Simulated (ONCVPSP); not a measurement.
## Building the ONCV potential for indium (LDA (Perdew-Zunger), fully relativistic).

The input file (ONCVPSP 4.0.1):

```
# ATOM AND REFERENCE CONFIGURATION
# atsym  z   nc   nv     iexc    psfile
  In 49.00    8    3        3      upf
#
#   n    l    f
    1    0    2.00
    2    0    2.00
    2    1    6.00
    3    0    2.00
    3    1    6.00
    3    2   10.00
    4    0    2.00
    4    1    6.00
    4    2   10.00
    5    0    1.00
    5    1    2.00
#
# PSEUDOPOTENTIAL AND OPTIMIZATION
# lmax
    3
#
#   l,   rc,      ep,       ncon, nbas, qcut
    0    1.80    0.00    5    8    3.40
    1    2.60    0.00    4    8    3.50
    2    1.80    0.00    3    8    8.20
    3    2.15    0.17    4    7    5.00
#
# LOCAL POTENTIAL
# lloc, lpopt,  rc(5),   dvloc0
    4    5    1.35    0.00
#
# VANDERBILT-KLEINMAN-BYLANDER PROJECTORs
# l, nproj, debl
    0    1    3.90
    1    1    2.60
    2    1    1.20
    3    3    0.40
#
# MODEL CORE CHARGE
# icmod, fcfact, rcfact
    3    2.00    1.80
#
# LOG DERIVATIVE ANALYSIS
# epsh1, epsh2, depsh
   -2.00    5.00    0.02
#
# OUTPUT GRID
# rlmax, drl
    6.00    0.01
#
# TEST CONFIGURATIONS
# ncnf
    4
# nvcnf
#   n    l    f
    3
    4    2   10.00
    5    0    2.00
    5    1    1.00
#
    3
    4    2   10.00
    5    0    2.00
    5    1    0.00
#
    3
    4    2   10.00
    5    0    1.00
    5    1    0.00
#
    3
    4    2    9.00
    5    0    0.00
    5    1    0.00
#
```

Command:

```bash
oncvpspr.x < In.dat > In.out
```

Output (shortened: citation, most of the input echo, consistency checks and plot data are left out):

```
ONCVPSP  (Optimized Norm-Conservinng Vanderbilt PSeudopotential)
relativistic version 4.0.1

#   n    l    f        energy (Ha)
    1    0    2.00    -1.0181491D+03
    2    0    2.00    -1.5248809D+02
    2    1    6.00    -1.3454963D+02    -1.4228792D+02
    3    0    2.00    -2.8967052D+01
    3    1    6.00    -2.3447497D+01    -2.4845090D+01
    3    2   10.00    -1.5841959D+01    -1.6128619D+01
    4    0    2.00    -4.4479375D+00
    4    1    6.00    -2.8508109D+00    -3.0982041D+00
    4    2   10.00    -7.3312165D-01    -7.6512892D-01
    5    0    1.00    -3.4824488D-01
    5    1    2.00    -1.2065938D-01    -1.3390079D-01

Reference configufation results
  iterations    25
  all-electron total energy (Ha)   -5.87780386D+03

Begin loop to  construct optimized pseudo wave functions
and semi-local pseudopoentials for all angular momenta

Calculating optimized projector #   1

 for l=   0

    Fraction of norm inside rc  0.204471
    Optimizing pswf for qcut=   3.41 a_B^-1,  ecut=   5.81 Ha
    Residual kinetic energy error=  1.45D-02 Ha

    Energy error per electron        Cutoff
         Ha          eV             Ha
         0.01000     0.27211       14.25
         0.00100     0.02721       45.01
         0.00010     0.00272       52.91
         0.00001     0.00027       59.38

Calculating optimized projector #   1

 for l=   1

    Fraction of norm inside rc  0.275620
    Optimizing pswf for qcut=   3.49 a_B^-1,  ecut=   6.11 Ha
    Residual kinetic energy error=  7.70D-05 Ha

    Energy error per electron        Cutoff
         Ha          eV             Ha
         0.01000     0.27211        1.05
         0.00100     0.02721        4.09
         0.00010     0.00272        5.90
         0.00001     0.00027       22.10

Calculating optimized projector #   1

 for l=   1

    Fraction of norm inside rc  0.315245
    Optimizing pswf for qcut=   3.49 a_B^-1,  ecut=   6.11 Ha
    Residual kinetic energy error=  1.06D-04 Ha

    Energy error per electron        Cutoff
         Ha          eV             Ha
         0.01000     0.27211        1.18
         0.00100     0.02721        4.22
         0.00010     0.00272        6.30
         0.00001     0.00027       25.48

Calculating optimized projector #   1

 for l=   2

    Fraction of norm inside rc  0.884431
    Optimizing pswf for qcut=   8.21 a_B^-1,  ecut=  33.71 Ha
    Residual kinetic energy error=  3.05D-06 Ha

    Energy error per electron        Cutoff
         Ha          eV             Ha
         0.01000     0.27211       21.66
         0.00100     0.02721       25.83
         0.00010     0.00272       29.27
         0.00001     0.00027       31.95

Calculating optimized projector #   1

 for l=   2

    Fraction of norm inside rc  0.891550
    Optimizing pswf for qcut=   8.21 a_B^-1,  ecut=  33.71 Ha
    Residual kinetic energy error=  3.31D-06 Ha

    Energy error per electron        Cutoff
         Ha          eV             Ha
         0.01000     0.27211       21.79
         0.00100     0.02721       25.95
         0.00010     0.00272       29.36
         0.00001     0.00027       32.17

   Wellstate for l =  3  n =  4 kap= -4
     eigenvalue =   0.1700
     asymptotic potential =   0.6700
     half-point radius = 13.8999

   Wellstate for l =  3  n =  5 kap= -4
     eigenvalue =   0.5700
     asymptotic potential =   1.0700
     half-point radius =  8.8399

   Wellstate for l =  3  n =  6 kap= -4
     eigenvalue =   0.9700
     asymptotic potential =   1.4700
     half-point radius =  8.2778

Calculating optimized projector #   1

 for l=   3

    Fraction of norm inside rc  0.002063
    Optimizing pswf for qcut=   5.00 a_B^-1,  ecut=  12.51 Ha
    Residual kinetic energy error=  1.12D-05 Ha

    Energy error per electron        Cutoff
         Ha          eV             Ha
         0.01000     0.27211        0.60
         0.00100     0.02721        2.79
         0.00010     0.00272        8.38
         0.00001     0.00027       12.92

Calculating optimized projector #   2

 for l=   3

    Fraction of norm inside rc  0.057856
    Optimizing pswf for qcut=   5.00 a_B^-1,  ecut=  12.51 Ha
    Residual kinetic energy error=  8.08D-04 Ha

    Energy error per electron        Cutoff
         Ha          eV             Ha
         0.01000     0.27211        7.36
         0.00100     0.02721       12.11
         0.00010     0.00272       17.05
         0.00001     0.00027       36.35

Calculating optimized projector #   3

 for l=   3

    Fraction of norm inside rc  0.156629
    Optimizing pswf for qcut=   5.00 a_B^-1,  ecut=  12.51 Ha
    Residual kinetic energy error=  6.76D-03 Ha

    Energy error per electron        Cutoff
         Ha          eV             Ha
         0.01000     0.27211       11.68
         0.00100     0.02721       16.59
         0.00010     0.00272       41.97
         0.00001     0.00027       67.01

   Wellstate for l =  3  n =  4 kap=  3
     eigenvalue =   0.1700

   Wellstate for l =  3  n =  5 kap=  3
     eigenvalue =   0.5700

   Wellstate for l =  3  n =  6 kap=  3
     eigenvalue =   0.9700

Calculating optimized projector #   1

 for l=   3

    Fraction of norm inside rc  0.002066
    Optimizing pswf for qcut=   5.00 a_B^-1,  ecut=  12.51 Ha
    Residual kinetic energy error=  1.13D-05 Ha

    Energy error per electron        Cutoff
         Ha          eV             Ha
         0.01000     0.27211        0.61
         0.00100     0.02721        2.80
         0.00010     0.00272        8.39
         0.00001     0.00027       12.95

Calculating optimized projector #   2

 for l=   3

    Fraction of norm inside rc  0.057995
    Optimizing pswf for qcut=   5.00 a_B^-1,  ecut=  12.51 Ha
    Residual kinetic energy error=  8.17D-04 Ha

    Energy error per electron        Cutoff
         Ha          eV             Ha
         0.01000     0.27211        7.38
         0.00100     0.02721       12.13
         0.00010     0.00272       17.09
         0.00001     0.00027       36.40

Calculating optimized projector #   3

 for l=   3

    Fraction of norm inside rc  0.157139
    Optimizing pswf for qcut=   5.00 a_B^-1,  ecut=  12.51 Ha
    Residual kinetic energy error=  6.86D-03 Ha

    Energy error per electron        Cutoff
         Ha          eV             Ha
         0.01000     0.27211       11.71
         0.00100     0.02721       16.64
         0.00010     0.00272       42.30
         0.00001     0.00027       67.08

Construct Vanderbilt / Kleinmman-Bylander projectors

B matrix Hermiticity error, ll=  3  kap= -4
   1   2    3.8431D-07
   1   3   -1.4902D-06
   2   3    4.7510D-06

  Orthonormal projector coefficients -3.3995E+01 -5.0694E+00 -1.7648E+00

B matrix Hermiticity error, ll=  3  kap=  3
   1   2    3.8542D-07
   1   3   -1.4953D-06
   2   3    4.7713D-06

  Orthonormal projector coefficients -3.4008E+01 -5.0768E+00 -1.7654E+00

 Orthonormal scalar projector coefficients, l =  1
  2.7995E+00  1.4195E-03

 Orthonormal spin-orbit projector coefficients, l =  1
 -1.4506E-01  5.4787E-02

 Orthonormal scalar projector coefficients, l =  2
 -1.3396E+00 -1.2564E-04

 Orthonormal spin-orbit projector coefficients, l =  2
  3.0799E-02 -3.6431E-03

 Orthonormal scalar projector coefficients, l =  3
 -3.4001E+01 -5.0726E+00 -1.7651E+00 -1.0022E-05 -1.7326E-06 -1.7673E-08

 Orthonormal spin-orbit projector coefficients, l =  3
  1.4768E-02 -1.0655E-02  2.1602E-03 -1.0829E-03  8.2056E-04 -1.1455E-05

Model core correction analysis
  based on d2Exc/dn_idn_j

d2excae - all-electron derivatives

   -1.701445D-02   -5.652637D-03   -2.658238D-03
   -5.652405D-03   -1.878998D-02   -1.508455D-02
   -2.658148D-03   -1.508421D-02   -1.711049D-02

d2excps - pseudofunction derivatives with no core correction

   -3.333993D-02   -8.860500D-03   -3.918656D-03
   -8.859622D-03   -2.527125D-02   -2.023033D-02
   -3.918337D-03   -2.022907D-02   -2.303383D-02

rms 2nd derivative error    6.833871E-03

rmatch, rhocmatch    0.9296   12.3466

Teter function model core charge with specified parameters

d2excps - pseudofunction derivatives with core correction

   -2.264233D-02   -7.170869D-03   -3.341215D-03
   -7.170246D-03   -2.399551D-02   -1.969938D-02
   -3.340952D-03   -1.969799D-02   -2.280277D-02

rms 2nd derivative error    3.934148E-03

Pseudoatom total energy  -56.347803

Diagnostic tests using Vanderbilt-Kleinman-Bylander pseudopotentials
  relativistic with J = L +/- 1/2 projectors

   l  kap   rcore       rmatch      e in        delta e    norm test   slope test

   0  -1   1.8059053   1.8607365  -0.3482449   0.0000001   1.0000027   0.9999926

   1  -2   2.6011884   2.6801661  -0.1206594  -0.0000004   1.0000004   0.9999718
   1   1   2.6011884   2.6801661  -0.1339008   0.0000008   1.0000017   0.9999456

   2  -3   1.8059053   1.8607365  -0.7331216  -0.0000256   0.9999792   0.9999804
   2   2   1.8059053   1.8607365  -0.7651289  -0.0000228   0.9999846   0.9999675

   3  -4   2.1608987   2.2265082   0.1700000   0.0000059   1.0000367   1.0000367
   3   3   2.1608987   2.2265082   0.1699981   0.0000096   1.0000379   1.0000379
   3  -4   2.1608987   2.2265082   0.5700000   0.0000082   1.0000493   1.0000493
   3   3   2.1608987   2.2265082   0.5699575   0.0000109   1.0000507   1.0000507
   3  -4   2.1608987   2.2265082   0.9700000   0.0000083   1.0000794   1.0000794
   3   3   2.1608987   2.2265082   0.9698184   0.0000099   1.0000810   1.0000810

Diagnostic tests using Vanderbilt-Kleinman-Bylander pseudopotentials
  relativistic with scalar and spin-orbit non-local projectors

   l  kap   rcore       rmatch      e in        delta e    norm test   slope test

   0  -1   1.8059053   1.8607365  -0.3482449   0.0000001   1.0000027   0.9999926

   1  -2   2.6011884   2.6801661  -0.1206594  -0.0001474   0.9996915   1.0140926
   1   1   2.6011884   2.6801661  -0.1339008  -0.0001687   0.9998426   0.9345995

   2  -3   1.8059053   1.8607365  -0.7331216  -0.0000256   0.9999791   0.9999803
   2   2   1.8059053   1.8607365  -0.7651289  -0.0000228   0.9999845   0.9999674

   3  -4   2.1608987   2.2265082   0.1700000   0.0000185   1.0000368   1.0000368
   3   3   2.1608987   2.2265082   0.1699981  -0.0000069   1.0000377   1.0000377
   3  -4   2.1608987   2.2265082   0.5700000   0.0000205   1.0000501   1.0000501
   3   3   2.1608987   2.2265082   0.5699575  -0.0000051   1.0000495   1.0000495
   3  -4   2.1608987   2.2265082   0.9700000   0.0000195   1.0000814   1.0000814
   3   3   2.1608987   2.2265082   0.9698184  -0.0000044   1.0000778   1.0000778

Ghost test for J = L + 1/2

 Testing for bound ghosts
   n   l    E NL Schr. Eq   E Basis Diag.   E Cutoff

       0                       -3.639420     56.92  WARNING - GHOST(-)
   1   0       -0.348245       -0.336737     56.92

       1                       -0.511973     32.62  WARNING - GHOST(-)
   2   1       -0.120660       -0.114926     32.62

   3   2       -0.733147       -0.733059     79.52

       3                       -0.204949     82.35  WARNING - GHOST(-)

 Testing for highly-localized positive-energy ghosts
       l    <radius>/rc     E Basis Diag.   E Cutoff

       3        0.911409       17.341131     82.35  WARNING - GHOST(+)

Ghost test for J = L - 1/2

 Testing for bound ghosts
   n   l    E NL Schr. Eq   E Basis Diag.   E Cutoff

       0                       -3.639420     56.92  WARNING - GHOST(-)
   1   0       -0.348245       -0.336737     56.92

       1                       -0.308060     32.62  WARNING - GHOST(-)
   2   1       -0.133900       -0.129418     32.62

   3   2       -0.765152       -0.765075     79.52

       3                       -0.194117     82.35  WARNING - GHOST(-)

 Testing for highly-localized positive-energy ghosts
       l    <radius>/rc     E Basis Diag.   E Cutoff

       3        0.912180       17.343901     82.35  WARNING - GHOST(+)

Test configuration 0

   n   l kap    f        eae           eps        diff
   1   0  -1  2.0000-1018.14911573
   2   0  -1  2.0000 -152.48809181
   2   1  -2  4.0000 -134.54962504
   2   1   1  2.0000 -142.28791573
   3   0  -1  2.0000  -28.96705192
   3   1  -2  4.0000  -23.44749724
   3   1   1  2.0000  -24.84508980
   3   2  -3  6.0000  -15.84195945
   3   2   2  4.0000  -16.12861945
   4   0  -1  2.0000   -4.44793746
   4   1  -2  4.0000   -2.85081094
   4   1   1  2.0000   -3.09820413
   4   2  -3  6.0000   -0.73312165   -0.73314725   -2.56E-05
   4   2   2  4.0000   -0.76512892   -0.76515176   -2.28E-05
   5   0  -1  1.0000   -0.34824488   -0.34824479    8.58E-08
   5   1  -2  1.3333   -0.12065938   -0.12065981   -4.31E-07
   5   1   1  0.6667   -0.13390079   -0.13389997    8.14E-07

    Total energies and differences
      AE_ref= -5.87780386E+03  AE_tst= -5.87780386E+03  dif=  0.00E+00
      PS_ref= -5.63478031E+01  PS_tst= -5.63478031E+01  dif= -3.27E-13
      PSP excitation error=  3.27E-13

Test configuration 1

   n   l kap    f        eae           eps        diff
   1   0  -1  2.0000-1018.08784518
   2   0  -1  2.0000 -152.42838767
   2   1  -2  4.0000 -134.48996832
   2   1   1  2.0000 -142.22823696
   3   0  -1  2.0000  -28.90660654
   3   1  -2  4.0000  -23.38707752
   3   1   1  2.0000  -24.78468280
   3   2  -3  6.0000  -15.78168472
   3   2   2  4.0000  -16.06835324
   4   0  -1  2.0000   -4.38701521
   4   1  -2  4.0000   -2.78998781
   4   1   1  2.0000   -3.03735175
   4   2  -3  6.0000   -0.67457054   -0.67295790    1.61E-03
   4   2   2  4.0000   -0.70640288   -0.70476109    1.64E-03
   5   0  -1  2.0000   -0.31171566   -0.31139876    3.17E-04
   5   1  -2  0.6667   -0.09574782   -0.09564782    1.00E-04
   5   1   1  0.3333   -0.10742129   -0.10720169    2.20E-04

    Total energies and differences
      AE_ref= -5.87780386E+03  AE_tst= -5.87802160E+03  dif= -2.18E-01
      PS_ref= -5.63478031E+01  PS_tst= -5.65654188E+01  dif= -2.18E-01
      PSP excitation error= -1.20E-04

Test configuration 2

   n   l kap    f        eae           eps        diff
   1   0  -1  2.0000-1018.36755094
   2   0  -1  2.0000 -152.70648065
   2   1  -2  4.0000 -134.76824535
   2   1   1  2.0000 -142.50657592
   3   0  -1  2.0000  -29.18456706
   3   1  -2  4.0000  -23.66505194
   3   1   1  2.0000  -25.06266327
   3   2  -3  6.0000  -16.05957211
   3   2   2  4.0000  -16.34624096
   4   0  -1  2.0000   -4.66510317
   4   1  -2  4.0000   -3.06819218
   4   1   1  2.0000   -3.31551950
   4   2  -3  6.0000   -0.95179928   -0.94966091    2.14E-03
   4   2   2  4.0000   -0.98374010   -0.98155001    2.19E-03
   5   0  -1  2.0000   -0.56247159   -0.56239855    7.30E-05
   5   1  -2  0.0000   -0.31453373   -0.31453373    0.00E+00
   5   1   1  0.0000   -0.33117880   -0.33117880    0.00E+00

    Total energies and differences
      AE_ref= -5.87780386E+03  AE_tst= -5.87781559E+03  dif= -1.17E-02
      PS_ref= -5.63478031E+01  PS_tst= -5.63594100E+01  dif= -1.16E-02
      PSP excitation error= -1.20E-04

Test configuration 3

psatom_r: WARNING lschvkbb convergence error n,l,kap,iter=   2   1   1

ea(ii),et,emin,emax -3.145678E-01 -3.262993E-01 -3.262993E-01 -3.262993E-01
run_config_r: WARNING for fully non-local PS atom,
 WARNING no output for configuration 4

Test configuration 4

psatom_r: WARNING lschvkbb convergence error n,l,kap,iter=   2   1  -2

ea(ii),et,emin,emax -1.315083E-01 -1.446591E-01 -1.446591E-01 -1.446591E-01
run_config_r: WARNING for fully non-local PS atom,
 WARNING no output for configuration 5
```

Note: ghosts flagged at negative energy: s at -99.0 eV, p3/2 at -13.9 eV, f7/2 at -5.6 eV, p1/2 at -8.4 eV, f5/2 at -5.3 eV; GHOST(+) flagged for f7/2 at 471.9 eV, f5/2 at 472.0 eV. A true bound ghost makes a file unfit for plane-wave use.

The run took about 5.3 s on one core of a shared server CPU.
